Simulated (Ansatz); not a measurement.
`CO[SiH2][S]` radical, relaxed with UKS PBE0-D4/def2-TZVP in Ansatz 0.2.0 from a PBE-D4/def2-SVP geometry. The force threshold is 0.005 eV/Å; the program also tests the step.

Charge 0, multiplicity 2.

Start:

```xyz
9

C    -1.308    0.348    0.384
O    -0.404    0.263   -0.705
Si    1.152   -0.339   -0.565
S     2.388    0.603    0.886
H    -2.211    0.896    0.047
H    -0.866    0.894    1.247
H    -1.626   -0.661    0.737
H     1.724   -0.226   -1.946
H     1.151   -1.778   -0.086
```

(1) How much energy does the relaxation release, and in how many steps? (Best estimate.)

(2) Which bonds change most? (Best estimate.)

(3) Give the relaxed structure. (Best estimate.)

Results:

(1) The calculation gave: 1.30 kcal/mol, in 11 steps.

(2) Ansatz gave: O2–Si3 from 1.674 to 1.633 Å; Si3–H9 from 1.516 to 1.492 Å; Si3–H8 from 1.499 to 1.479 Å; C1–H6 from 1.114 to 1.095 Å.

(3) Ansatz gave: 
```xyz
9

C    -1.291    0.349    0.388
O    -0.380    0.281   -0.687
Si    1.124   -0.345   -0.566
S     2.372    0.561    0.883
H    -2.206    0.820    0.026
H    -0.888    0.946    1.212
H    -1.538   -0.650    0.764
H     1.719   -0.198   -1.912
H     1.087   -1.764   -0.108
```
